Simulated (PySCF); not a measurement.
**Electron correlation in Ar⁺ (argon, charge +1)**

[Ne] 3s2 3p5, 2P determinant. Calculation: PySCF 2.14, in x2c-SVPall (4s3p1d, 18 functions); scalar relativity by spin-free X2C-1e. Frozen: [Ne]; 7 electrons correlated.

MP2 pair energies summed by pair of shells (mhartree):

```csv
pair,energy,share (%)
3p-3p,-78.46,68.7
3s-3p,-29.07,25.4
3s-3s,-6.71,5.9
```

Total MP2 correlation energy: -114.24 mhartree.

Same-spin part -28.81 and opposite-spin part -85.43 mhartree; SCS-MP2 scales them by 1/3 and 6/5 to -112.12 mhartree.

```json
{"level": "CCSD", "correlation energy (mhartree)": "-130.69"}
{"level": "(T)", "correlation energy (mhartree)": "-0.88"}
{"level": "CCSD(T)", "correlation energy (mhartree)": "-131.57"}
```

Diagnostics: T1 = 0.0043, D1 = 0.0158, largest double amplitude 0.050.

Question: Is a single reference adequate?

Answer: Yes: T1 lies below 0.03 and no double amplitude reaches 0.07.
